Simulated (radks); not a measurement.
All-electron atom: Dy+ in [Xe] 4f10 6s1 (the NIST ground configuration).

All-electron calculation, scalar-relativistic Kohn-Sham, TASK exchange with Perdew-Wang LDA correlation, spin-polarised, spherical densities, finite nucleus; open shells are filled with parallel spins first (spin-orbit coupling, left out, can overturn this in heavy ions); meta-GGA in the generalised Kohn-Sham scheme; Fermi nuclear charge, rms radius 5.2218 fm. Program: a radial shooting solver on a logarithmic mesh with Libxc functionals.

Energy parts (hartree):
part                       energy
total                 -12155.3856
kinetic                13110.7451
electron-nucleus      -29734.6854
Hartree                 4729.7648
exchange-correlation    -261.2100

Orbitals (lengths in bohr, moments of r in powers of bohr; r(90%) holds 90 % of the orbital's charge):
orbital  occ.  eigenvalue (hartree)      <r>  r(90%)
1s up       1             -1974.879  0.02113  0.0383
1s down     1             -1974.879  0.02113  0.0383
2s up       1             -330.1241  0.08984   0.139
2s down     1             -330.1230  0.08984   0.139
2p up       3             -292.9127  0.07951   0.129
2p down     3             -292.9116  0.07951   0.129
3s up       1             -74.03015   0.2347   0.344
3s down     1             -73.94400   0.2345   0.344
3p up       3             -62.56464   0.2336   0.350
3p down     3             -62.47778   0.2334   0.349
3d up       5             -47.76414   0.2123   0.331
3d down     5             -47.69677   0.2121   0.330
4s up       1             -15.07032   0.5314   0.764
4s down     1             -14.89517   0.5316   0.764
4p up       3             -11.27201   0.5630   0.820
4p down     3             -11.09616   0.5633   0.820
4d up       5              -6.06754   0.6112   0.920
4d down     5              -5.88641   0.6120   0.921
5s up       1              -2.19072    1.298    1.88
5s down     1              -2.09673    1.320    1.91
5p up       3              -1.26589    1.522    2.24
5p down     3              -1.19847    1.543    2.26
4f up       7              -0.39739   0.8447    1.46
6s up       1              -0.34064    3.819    5.50
4f down     3              -0.22690   0.8944    1.58

The highest occupied level is 4f down at -6.174 eV. Summed over all electrons, <r^2> = 54.60 bohr^2, which gives a Langevin (diamagnetic) susceptibility term of -43.2 x 10^-6 cm^3/mol. Spin moment in Bohr magnetons: 5. The electron density at the nucleus is 7.8e+05 e/bohr^3 (large components only). The spin density at the nucleus is 39.95 e/bohr^3 (1s 0.24, 2s -0.65, 3s -16.34, 4s 5.05, 5s 18.20, 6s 33.44). For comparison, the ionisation energy in NIST's Atomic Spectra Database is 11.65 eV (semi-empirical). In exact Kohn-Sham theory the highest level is minus the ionisation energy, but local and semilocal functionals leave it too shallow, through self-interaction and a potential that decays too fast; potentials with the right tail come closer.

Empty levels of this run are not shown, since the potential may be unsettled where no density lies.
